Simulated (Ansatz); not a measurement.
Mulliken charges of `FB1CC1` from ωB97M-V/def2-TZVPP in Ansatz (PBE0-D4/def2-TZVP geometry).

| atom | x (Å) | y (Å) | z (Å) | charge (e) |
| --- | --- | --- | --- | --- |
| F1 | -2.203 | 0.491 | 0.316 | -0.252 |
| B2 | -0.938 | 0.206 | 0.131 | 0.434 |
| C3 | 0.493 | 0.686 | 0.076 | -0.308 |
| C4 | 0.115 | -0.832 | -0.175 | -0.308 |
| H5 | 0.869 | 1.237 | -0.782 | 0.108 |
| H6 | 1.050 | 0.900 | 0.984 | 0.108 |
| H7 | 0.261 | -1.204 | -1.186 | 0.108 |
| H8 | 0.443 | -1.541 | 0.580 | 0.108 |

Question: By hand: the dipole of these point charges (1 e Å = 4.8032 D).

Answer: Σ q r = (0.244, -0.055, -0.036) e Å, of length 0.253 e Å = 1.22 D.

Question: How does the dipole of the full density compare? (Best estimate.)

Answer: Ansatz gave: (0.205, -0.046, -0.030) e Å, 1.02 D; the point charges give 1.20 times that, at 0° from its direction.

Point charges leave out the atoms' own dipoles, such as those of lone pairs, and Mulliken's split depends on the basis, so the two needn't agree.
